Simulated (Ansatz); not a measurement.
# CuF, singlet: energies of several shapes or isomers

Program: Ansatz, Gaussian basis, development build. Basis def2-SVP, nonrelativistic, 6 orbitals frozen in the corrections; active space CAS(18,10). Restricted Hartree–Fock, then the lowest state-specific CASSCF solution met for each case. Small basis; these aren't basis-limit values. Single-reference values can break down or jump between states where bonds are stretched. Solutions in different active orbitals can move differences by tenths of an eV and at times more than 1 eV.

Case A: bond length 5.2350 Å. A bond is stretched, to 2.77 times the sum of the covalent radii.

Case B: bond length 3.4900 Å. A bond is stretched, to 1.85 times the sum of the covalent radii.

Case C: bond length 2.6175 Å. A bond is stretched, to 1.38 times the sum of the covalent radii.

Energy less that of case A, in eV:

```csv
case,RHF/ROHF,CASSCF
B,-1.642,-0.099
C,-3.599,-1.007
```

(1) Give the SC-NEVPT2 energies against case A.

(2) Which case is lowest, and do the methods agree?

Answers

(1) B: -0.172 eV (-4.0 kcal/mol); C: -1.824 eV (-42.1 kcal/mol).

(2) C is lowest in SC-NEVPT2. Of the methods shown, RHF/ROHF, CASSCF agree.
